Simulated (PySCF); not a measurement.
# What a mistake does to a calculation on AlClF2

Calculated results; nothing here was measured. The program is PySCF 2.14.0, an open-source quantum chemistry code, run on an isolated molecule that a program drew, which may never have been made. The molecule is AlClF2 (charge 0, singlet), drawn as the SMILES string `[F][Al]([F])[Cl]`.

Each row is a Hartree-Fock (HF) and frozen-core CCSD(T) single point in the cc-pV(D+d)Z basis, meant for a local HF minimum. Run 1 is clean. Each other run has one planted mistake out of seven kinds, and not every kind appears here: one electron removed, one electron added, multiplicity raised by two, geometry at a saddle point, minimal basis STO-3G, one bond length entered in bohr, all coordinates scaled. The reference is restricted for singlets and unrestricted otherwise, and also for a bond in bohr. Adding or removing an electron swaps singlet and doublet. Electrons count all cores. HOMO and LUMO are orbital energies over both spins, the gradient is its largest component, and the lowest frequency (negative if imaginary) is given only where the gradient is small. Bond lengths are over the 3 bonds as drawn. T1 is the CCSD diagnostic: over 0.02 (restricted) or 0.045 (unrestricted) a single reference is doubtful.

Geometry of the clean run:
```xyz
4
AlClF2, angstrom
F    -0.9815    1.4955    1.6458
Al   -0.9126   -0.1167    1.3912
F    -2.3144   -0.9533    1.3291
Cl    0.9061   -1.0760    1.1533
```

| run | electrons | basis functions | <S^2> | HOMO (eV) | LUMO (eV) | gradient (hartree/bohr) | lowest frequency (cm^-1) | mean bond (Å) | longest bond (Å) | T1 | HF (hartree) | CCSD(T) (hartree) | mistake |
|---|---|---|---|---|---|---|---|---|---|---|---|---|---|
| 1 | 48 | 74 | 0.000 | -13.44 | 1.73 | 1.3e-05 | 196 | 1.7790 | 2.070 | 0.0127 | -900.53807 | -901.13210 | no fault |
| 2 | 48 | 74 | 0.954 | -10.19 | -1.21 | 1.0e-02 | - | 2.3929 | 3.912 | 0.0246 | -900.39890 | -900.96492 | one bond length entered in bohr |
| 3 | 49 | 74 | 0.754 | 0.98 | 6.77 | 7.0e-02 | - | 1.7790 | 2.070 | 0.0448 | -900.48712 | -901.09276 | one electron added |
| 4 | 48 | 74 | 0.000 | -13.32 | 1.13 | 4.6e-02 | - | 1.8716 | 2.178 | 0.0142 | -900.52634 | -901.12558 | all coordinates scaled |
| 5 | 48 | 28 | 0.000 | -10.26 | 8.61 | 2.9e-02 | - | 1.7790 | 2.070 | 0.0144 | -889.84846 | -889.92555 | ? |

**Which mistake was planted in run 5, and what did it cost?**

It has 28 basis functions where the clean run has 74, with the same electrons and geometry. So the mistake is: minimal basis STO-3G. Subtracting run 1 and multiplying by 627.51 kcal/mol a hartree, the energy moved by 6707.8 kcal/mol in HF and 7032.2 kcal/mol in CCSD(T).

Cautions from the logs. Run 3: the HOMO is above zero, so the electron isn't bound and the energy depends on the basis.
